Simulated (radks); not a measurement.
Results of a calculation; reference values are marked as such.
Initial-state core-level shifts of the chlorine ion Cl2+ when its valence configuration changes from [Ne] 3s2 3p3. Level of theory: non-relativistic Kohn-Sham, PBEsol, spin-polarised, spherical densities, point nucleus; open shells are filled with parallel spins first (a radial shooting solver on a logarithmic mesh with Libxc functionals). Shifts are changes of the shell-averaged eigenvalues in eV (positive: less bound); the change of the density at the nucleus, which sets a Mossbauer isomer shift, is in e/bohr^3, on a base of 3219.

| valence | 1s | 2s | 2p | density at nucleus |
|---|---|---|---|---|
| 3s1 3p4 | -1.157 | -1.192 | -1.167 | -13.2374 |
| 3p5 | -2.625 | -2.644 | -2.599 | -26.9124 |
| 3s1.5 3p3.5 | -0.578 | -0.596 | -0.583 | -6.6239 |
| 3s0.5 3p4.5 | -1.947 | -1.965 | -1.931 | -20.0608 |
